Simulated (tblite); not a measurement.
Compound: C4H7FO2Si.
Structure used (GFN2-xTB), in Å, numbered top down from 1:
```xyz
15
C4H7FO2Si angstrom
O      2.7920    0.7080    1.0212
C      2.8850    0.3951   -0.1266
O      2.0323   -0.3513   -0.7841
Si     0.6348   -1.0040   -0.1635
F      0.1254   -1.7437   -1.4934
C     -0.5887    0.3163    0.3527
C     -2.0066   -0.0564    0.7078
C     -1.7414    0.6891   -0.5519
H      3.7181    0.7048   -0.7807
H      0.9494   -2.0450    0.7941
H     -0.1749    1.1333    0.9331
H     -2.2911   -1.0945    0.6334
H     -2.4735    0.4651    1.5295
H     -2.0210    1.7305   -0.6064
H     -1.8443    0.1608   -1.4870
```

Method: GFN2-xTB as coded in tblite; computed harmonic values from a numerical Hessian at the method's own geometry, unscaled. This tight-binding method is rough: wavenumbers can miss measured ones by several per cent, in bad cases by 10 to 20. Modes of hydrogen on silicon can be 10 to 20 % off. One conformer, not necessarily the lowest.

Harmonic wavenumbers (cm⁻¹): 27.1, 38.6, 83.4, 123.8, 148.1, 216.1, 237.5, 305.3, 359.4, 614.3, 669.9, 673.6, 721.9, 747.5, 808.4, 848.2, 852.0, 946.4, 947.7, 1003.7, 1034.4, 1073.1, 1076.2, 1101.8, 1157.5, 1207.8, 1244.4, 1346.7, 1355.8, 1441.9, 1485.2, 1783.7, 2383.8, 2824.4, 3037.9, 3089.2, 3091.9, 3098.0, 3113.6.

A = 2703, B = 1201, C = 946.5 MHz; mass 134.020 u (most abundant isotopes); point group C1, symmetry number 1.

Q: What is the zero-point energy?

A: ½Σν̃ = 23160 cm⁻¹ = 66.22 kcal/mol.

Q: Entropy at 350 K, 1 bar (ideal gas, RRHO, classical rotation)?

A: Translation 41.41, rotation 29.52, vibration 34.75: S = 105.7 cal/(mol K).

Q: And Cp and H(350 K) − H(0)?

A: Cp = 38.37 cal/(mol K), of which vibrations give 30.42 (their classical limit is 39 R = 77.5); H(350 K) − H(0) = 8.50 kcal/mol without the zero-point energy, 5.72 from vibrations.

Q: How do the functions run with temperature in this model?

A: 
```json
{"T (K)": "150", "S (cal/(mol K))": "81.0", "Cp (cal/(mol K))": "22.6", "H − H(0) (kcal/mol)": "2.45", "G − H(0) (kcal/mol)": "-9.70", "ln q(vib)": "4.22"}
{"T (K)": "250", "S (cal/(mol K))": "94.2", "Cp (cal/(mol K))": "30.1", "H − H(0) (kcal/mol)": "5.08", "G − H(0) (kcal/mol)": "-18.48", "ln q(vib)": "6.85"}
{"T (K)": "298.15", "S (cal/(mol K))": "99.9", "Cp (cal/(mol K))": "34.1", "H − H(0) (kcal/mol)": "6.62", "G − H(0) (kcal/mol)": "-23.15", "ln q(vib)": "8.03"}
{"T (K)": "400", "S (cal/(mol K))": "111.1", "Cp (cal/(mol K))": "42.2", "H − H(0) (kcal/mol)": "10.52", "G − H(0) (kcal/mol)": "-33.90", "ln q(vib)": "10.43"}
{"T (K)": "600", "S (cal/(mol K))": "130.6", "Cp (cal/(mol K))": "54.0", "H − H(0) (kcal/mol)": "20.22", "G − H(0) (kcal/mol)": "-58.12", "ln q(vib)": "14.89"}
{"T (K)": "900", "S (cal/(mol K))": "154.7", "Cp (cal/(mol K))": "64.6", "H − H(0) (kcal/mol)": "38.16", "G − H(0) (kcal/mol)": "-101.04", "ln q(vib)": "21.02"}
```

q(vib) and H(0) count from the zero-point level.

Q: Which modes carry the vibrational entropy at 350 K?

A: 27.1 cm⁻¹: 6.35; 38.6 cm⁻¹: 5.65; 83.4 cm⁻¹: 4.12; 123.8 cm⁻¹: 3.35; 148.1 cm⁻¹: 3.00; 216.1 cm⁻¹: 2.29 cal/(mol K); the other 33 give 9.99 together.

Hindered rotation and anharmonicity are outside this model. Other conformers, if any are populated, would add a mixing term that is left out. The structure is chiral; the term R ln 2 for an equal mix with its mirror image is left out.
